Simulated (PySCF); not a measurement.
BaF, SMILES [F][Ba+], charge +1. Atoms are numbered in the order given.

```xyz
2

Ba     0.0000     0.0000    -0.2885
F      0.0000     0.0000     1.7951
```
Charge +1, spin multiplicity 1.

Geometry optimised at PBE0-D3(BJ)/def2-TZVPD. The multiplicity is an assumed one; other spin states were not compared. The def2 effective core potentials stand for the cores of Ba; spin–orbit coupling is left out.

All values below come from TDA-CAM-B3LYP/def2-TZVPD (PySCF).

Vertical excitations; the highest root listed may be one member of a degenerate set. Isolated molecule, no solvent. State labels are in the subgroup C2v.

Task: Give excitation energies, oscillator strengths and character. (The exact figures need the calculation; the answer reports its results.)

Result: 
```
state  symmetry  energy (eV)  λ (nm)      f                                     main pairs
-----  --------  -----------  ------  -----  ---------------------------------------------
S1           A1         7.07     175  0.004                                 HOMO→LUMO 95 %
S2           B1         7.51     165  0.005                   HOMO−2→LUMO (degenerate set)
S3           B2         7.51     165  0.005                   HOMO−1→LUMO (degenerate set)
S4           A2         7.76     160  0.000                   HOMO→LUMO+1 (degenerate set)
S5           A1         7.76     160  0.000                   HOMO→LUMO+2 (degenerate set)
S6           B2         8.21     151  0.000  HOMO−2→LUMO+1, HOMO−1→LUMO+2 (degenerate set)
S7           B1         8.21     151  0.000  HOMO−1→LUMO+1, HOMO−2→LUMO+2 (degenerate set)
S8           B1         8.26     150  0.002  HOMO−2→LUMO+2, HOMO−1→LUMO+1 (degenerate set)
S9           B2         8.26     150  0.002  HOMO−1→LUMO+2, HOMO−2→LUMO+1 (degenerate set)
S10          B1         8.48     146  0.009             HOMO→LUMO+3 73 %, HOMO→LUMO+6 20 %
T1           A1         7.00     177      0                                 HOMO→LUMO 93 %
T2           B1         7.46     166      0                   HOMO−2→LUMO (degenerate set)
T3           B2         7.46     166      0                   HOMO−1→LUMO (degenerate set)
T4           A2         7.67     162      0                               HOMO→LUMO+1 98 %
```
Triplets are in the Tamm–Dancoff approximation.
